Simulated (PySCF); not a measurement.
Electronic structure of Cl (chlorine, neutral) at the UHF level

Configuration: [Ne] 3s2 3p5, 2P determinant. Calculation: PySCF 2.14, in def2-SVP (4s3p1d, 18 functions); no relativity, point nucleus.

| Item | Value |
| --- | --- |
| Total energy | -459.319303 hartree |
| One-electron energy | -634.8231 hartree |
| Hartree (Coulomb) energy | 203.0557 hartree |
| Exchange energy | -27.5519 hartree |
| Kinetic energy | 459.32584 hartree |
| ⟨S²⟩ | 0.7554 |
| ⟨L²⟩ | 2.017 |
| Sum of ⟨r⟩ | 15.71 bohr |
| Sum of ⟨r²⟩ | 26.78 bohr² |
| Traceless quadrupole moment −½Σ⟨3z² − r²⟩ along its main axis | 1.61 e·bohr² |
| Density at the nucleus (Gaussians lack the cusp) | 2920 bohr⁻³ |
| Spin density at the nucleus | 0.117 bohr⁻³ |
| Langevin diamagnetic susceptibility | -21.2 ×10⁻⁶ cm³/mol |
| Time after the integrals | 0.04 s of wall time on 1 thread of Intel(R) Xeon(R) 6975P-C (shared host) |

| shell | electrons | mean orbital energy (eV) | spread (eV) | rms radius, mean of both spins (bohr) |
| --- | --- | --- | --- | --- |
| 1s α | 1 | -2852.7 | 0 | 0.106 |
| 1s β | 1 | -2852.4 | 0 | 0.106 |
| 2s α | 1 | -288.32 | 0 | 0.481 |
| 2s β | 1 | -288.02 | 0 | 0.481 |
| 2p α | 3 | -219.64 | 0.688 | 0.451 |
| 2p β | 3 | -219.11 | 0.447 | 0.451 |
| 3s α | 1 | -30.483 | 0 | 1.68 |
| 3s β | 1 | -27.211 | 0 | 1.68 |
| 3p α | 3 | -14.057 | 2.013 | 1.97 |
| 3p β | 2 | -12.739 | 0 | 1.97 |
